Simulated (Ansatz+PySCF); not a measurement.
singlet H3(+): levels of theory in one basis

```xyz
3

H     0.5640    0.0000    0.0000
H    -0.2820    0.4884    0.0000
H    -0.2820   -0.4884    0.0000
```

Basis set: def2-SVP (spherical functions). All electrons are correlated. Charge 1, multiplicity 1.

Computed with Ansatz (development build ahead of 0.2.0); each method stands on the lowest determinant of its kind that the runs found. NEVPT2 correlates all electrons. Active spaces start from the frontier orbitals, and the lowest solution found is given.

```
     method  E − E(RHF) (eV)  <S²> of the determinant
        RHF             0.00                     0.00
    RHF-MP2            -0.83                        –
   RHF-CCSD            -1.08                        –
RHF-CCSD(T)            -1.08                        –
CASSCF(2,3)            -0.87                        –
```

What does SC-NEVPT2(2,3) give on the same scale?

-1.02 eV. NEVPT2 here correlates all electrons, so it doesn't share the others' frozen core.

Is a single determinant a sound starting point here?

Only with care. Unrestricted orbitals gain 0.00 eV and <S²> is 0.00 against 0.00 for a pure state, but bonds are stretched. The CASSCF(2,3) natural occupations are 1.96, 0.02, 0.02.

Caution for RHF-MP2, RHF-CCSD, RHF-CCSD(T): bonds are stretched, where a single reference can fail.
